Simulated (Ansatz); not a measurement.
Molecular dynamics of AlClH4O2Si

input.yaml

```yaml
crystal:
  periodic: [false, false, false]
  atoms:
    - { symbol: Al, position_ang: [0.131541, -0.268339, 0.160802] }
    - { symbol: O, position_ang: [0.071069, -0.509022, 1.809644] }
    - { symbol: Si, position_ang: [-1.358443, -0.448903, 2.715539] }
    - { symbol: H, position_ang: [-2.310852, -1.454859, 2.285993] }
    - { symbol: H, position_ang: [-0.995787, -0.704332, 4.091853] }
    - { symbol: H, position_ang: [-1.994728, 0.851686, 2.631039] }
    - { symbol: O, position_ang: [1.638752, -0.352435, -0.605863] }
    - { symbol: H, position_ang: [1.47008, -0.181366, -1.59827] }
    - { symbol: Cl, position_ang: [-1.602931, 0.134971, -0.947636] }
basis:
  gaussian: { orbitals: STO-3G }
hamiltonian:
  xc: b3lyp
  dispersion: d4
md:
  timestep: 2.0
  n_steps: 40
  ensemble: nvt_langevin
  temperature: 300.0
  initial_velocities: maxwell_boltzmann
  seed: 230327
  friction: 0.001
```

Launched with:

```bash
$ ansatz run input.yaml --threads 1 --pin off --max-ram 2048MiB --backend cpu --events-out ev --progress --plain --runs-dir out
```

It starts from a relaxed structure.

Output, in part (step lines, the closing report, with atoms numbered from 0):

```
md step     0: t =     0.00 fs  T =   266.7 K  F+E_penalty+E_count = -30797.29900965 eV  E_kin = 0.310224 eV  (21 SCF iters)
[... lines left out ...]
Total energy: -30797.08262100 eV, -1131.7719113092 hartree
Atom 0 at     0.145100    -0.364440     0.078736 Å, force     0.730957     0.045099     0.726131 eV/Å
Atom 1 at     0.240808    -0.359330     1.804258 Å, force     0.390804     0.018098    -1.880526 eV/Å
Atom 2 at    -1.217436    -0.397486     2.677417 Å, force     0.411372    -1.266827    -0.363977 eV/Å
Atom 3 at    -2.016748    -1.512781     2.126495 Å, force    -0.073573     0.688640     0.453610 eV/Å
Atom 4 at    -0.805952    -0.761901     4.027377 Å, force    -0.343137     0.340639    -0.091723 eV/Å
Atom 5 at    -1.855656     0.887294     2.561181 Å, force    -0.414940     0.120901     0.271721 eV/Å
Atom 6 at     1.570143    -0.540324    -0.916444 Å, force    -1.253865     0.150505     0.713238 eV/Å
Atom 7 at     1.203265    -0.482052    -1.875341 Å, force     0.073039    -0.008405     0.110673 eV/Å
Atom 8 at    -1.770537    -0.058153    -0.791170 Å, force     0.479344    -0.088650     0.060851 eV/Å
Dipole moment:     0.231096    -0.049107     0.118824 e Å
```

The steps, from the saved trajectory:

```json
{"time (fs)": "0.0", "T (K)": "267", "potential energy less start (eV)": "0.000"}
{"time (fs)": "2.0", "T (K)": "210", "potential energy less start (eV)": "0.112"}
{"time (fs)": "4.0", "T (K)": "182", "potential energy less start (eV)": "0.122"}
{"time (fs)": "6.0", "T (K)": "130", "potential energy less start (eV)": "0.196"}
{"time (fs)": "8.0", "T (K)": "104", "potential energy less start (eV)": "0.216"}
{"time (fs)": "10.0", "T (K)": "97", "potential energy less start (eV)": "0.263"}
{"time (fs)": "12.0", "T (K)": "174", "potential energy less start (eV)": "0.136"}
{"time (fs)": "14.0", "T (K)": "166", "potential energy less start (eV)": "0.180"}
{"time (fs)": "16.0", "T (K)": "198", "potential energy less start (eV)": "0.117"}
{"time (fs)": "18.0", "T (K)": "193", "potential energy less start (eV)": "0.150"}
{"time (fs)": "20.0", "T (K)": "170", "potential energy less start (eV)": "0.158"}
{"time (fs)": "22.0", "T (K)": "127", "potential energy less start (eV)": "0.229"}
{"time (fs)": "24.0", "T (K)": "172", "potential energy less start (eV)": "0.142"}
{"time (fs)": "26.0", "T (K)": "150", "potential energy less start (eV)": "0.208"}
{"time (fs)": "28.0", "T (K)": "184", "potential energy less start (eV)": "0.146"}
{"time (fs)": "30.0", "T (K)": "192", "potential energy less start (eV)": "0.144"}
{"time (fs)": "32.0", "T (K)": "204", "potential energy less start (eV)": "0.133"}
{"time (fs)": "34.0", "T (K)": "169", "potential energy less start (eV)": "0.215"}
{"time (fs)": "36.0", "T (K)": "209", "potential energy less start (eV)": "0.134"}
{"time (fs)": "38.0", "T (K)": "178", "potential energy less start (eV)": "0.192"}
{"time (fs)": "40.0", "T (K)": "210", "potential energy less start (eV)": "0.127"}
{"time (fs)": "42.0", "T (K)": "222", "potential energy less start (eV)": "0.130"}
{"time (fs)": "44.0", "T (K)": "222", "potential energy less start (eV)": "0.110"}
{"time (fs)": "46.0", "T (K)": "163", "potential energy less start (eV)": "0.200"}
{"time (fs)": "48.0", "T (K)": "169", "potential energy less start (eV)": "0.154"}
{"time (fs)": "50.0", "T (K)": "103", "potential energy less start (eV)": "0.267"}
{"time (fs)": "52.0", "T (K)": "112", "potential energy less start (eV)": "0.237"}
{"time (fs)": "54.0", "T (K)": "138", "potential energy less start (eV)": "0.217"}
{"time (fs)": "56.0", "T (K)": "188", "potential energy less start (eV)": "0.139"}
{"time (fs)": "58.0", "T (K)": "179", "potential energy less start (eV)": "0.196"}
{"time (fs)": "60.0", "T (K)": "221", "potential energy less start (eV)": "0.108"}
{"time (fs)": "62.0", "T (K)": "192", "potential energy less start (eV)": "0.165"}
{"time (fs)": "64.0", "T (K)": "168", "potential energy less start (eV)": "0.174"}
{"time (fs)": "66.0", "T (K)": "164", "potential energy less start (eV)": "0.205"}
{"time (fs)": "68.0", "T (K)": "190", "potential energy less start (eV)": "0.164"}
{"time (fs)": "70.0", "T (K)": "172", "potential energy less start (eV)": "0.214"}
{"time (fs)": "72.0", "T (K)": "237", "potential energy less start (eV)": "0.119"}
{"time (fs)": "74.0", "T (K)": "211", "potential energy less start (eV)": "0.182"}
{"time (fs)": "76.0", "T (K)": "193", "potential energy less start (eV)": "0.188"}
{"time (fs)": "78.0", "T (K)": "150", "potential energy less start (eV)": "0.255"}
{"time (fs)": "80.0", "T (K)": "166", "potential energy less start (eV)": "0.217"}
```

The run went to its last step. The mean temperature of the second half is 40 % below the set value. A step of 2 fs is long for free X–H stretches (periods near 10 fs) and can bias their spread and the temperature. A run of 0.08 ps of so small a system gives no equilibrium averages. Limits of this set-up: minimal basis.

The same pairs are bonded in the first frame and the last. Pairs count as bonded within 1.25 times the sum of covalent radii (0.12 Å more for H–H).

Last frame:

```xyz
9
Properties=species:S:1:pos:R:3
Al 0.145 -0.364 0.079
O 0.241 -0.359 1.804
Si -1.217 -0.398 2.677
H -2.017 -1.513 2.127
H -0.806 -0.762 4.027
H -1.856 0.887 2.561
O 1.570 -0.540 -0.916
H 1.203 -0.482 -1.875
Cl -1.770 -0.058 -0.791
```

Time of the run: 87 s on 1 thread of Arm Neoverse V2 (shared host), peak memory 0.11 GiB.
